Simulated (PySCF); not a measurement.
B(F)(OAc)(OH) (C2H4BFO3), SMILES B(O)(F)OC(=O)C. Atoms are numbered in the order given.

```xyz
11

B      0.1216     0.3907     1.1414
F     -0.9943    -0.1479     1.6274
O      0.6595    -0.0632    -0.0475
C     -0.0986    -0.3309    -1.1525
C      0.6651    -1.1541    -2.1522
O     -1.2171     0.0834    -1.2808
H      0.0542    -1.3148    -3.0478
H      0.9401    -2.1202    -1.7008
H      1.6034    -0.6420    -2.4146
O      0.8016     1.3314     1.8242
H      0.3924     1.5526     2.6706
```

Coordinates come from a B3LYP-D3(BJ)/def2-SVP optimisation. One conformer was computed; it need not be the lowest.

These are PBE/def2-TZVP (PySCF) values and carry that method's errors.

Gas-phase values at a fixed geometry.

```json
{
  "total_energy": "-428.87909 hartree",
  "highest_occupied_level": "-6.60 eV",
  "lowest_empty_level": "-1.40 eV",
  "orbital_gap": "5.20 eV",
  "dipole_moment": "1.92 D",
  "quadrupole, principal values (traceless, Buckingham form, about the centre of nuclear charge)": "-11.95, -3.45, 15.40 D·Å",
  "mean_static_polarisability": "48.9 bohr³ (7.25 Å³)",
  "polarisability_principal_values": "37.7, 47.8, 61.2 bohr³"
}
```
